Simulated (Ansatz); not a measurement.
Z-matrix (Å, degrees):
```
Si
O 1 1.648
O 1 1.635 2 113.0
H 1 1.474 2 107.4 3 116.7
H 1 1.482 2 105.9 3 -122.1
B 2 1.341 1 138.5 3 5.3
H 3 0.958 1 119.3 2 -76.3
F 6 1.325 2 118.3 1 -177.8
H 6 1.197 2 123.4 1 2.7
```

Charge 0, multiplicity 1.

**Question.** List the r2SCAN/def2-TZVPP orbital energies in eV (Ansatz). (Best estimate.)

**Answer.** Ansatz gave: Occupied: -1792.28, -666.34, -516.45, -516.29, -182.40, -142.57, -97.48, -97.43, -97.39, -31.82, -27.27, -26.75, -15.73, -14.24, -13.26, -12.22, -11.62, -11.22, -10.33, -10.11, -9.46, -8.67, -8.38, -8.14. Lowest empty: -0.45, -0.06, 0.52, 1.78, 2.19, 2.28, 2.48, 3.09.
